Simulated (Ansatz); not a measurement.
Molecule: NS, net charge 0, doublet state. 
Structure (B3LYP-D3(BJ)/def2-TZVP (Ansatz, a first-principles code) minimum search):
SMILES: [N]=S
```xyz
2

N      0.0000     0.0000    -1.0378
S      0.0000     0.0000     0.4540
```
Charge 0, spin multiplicity 2.

Quantity: atomisation energy (electronic, to ground-state atoms), in eV. Valence correlation only, unless marked. UHF or UKS for open shells. Spin-orbit coupling is left out. Non-relativistic. The coupled-cluster limit lacks core correlation, which all-electron functionals hold. Basis-set limits of correlation are two-point, X^-3; Hartree-Fock from the larger set (for Q and 5 zeta extrapolated as (X+1)exp(-9√X)).

```json
[
 {"level": "revPBE/def2-TZVPD", "program": "Ansatz", "atomisation energy (eV)": "5.26"},
 {"level": "LC-wPBE/def2-TZVPD", "program": "Ansatz", "atomisation energy (eV)": "4.67"}
]
```

Task: Estimate the value at CCSD(T)/CBS(cc-pV(Q+d)Z,cc-pV(5+d)Z) as computed with Ansatz.

Result: 4.90 eV
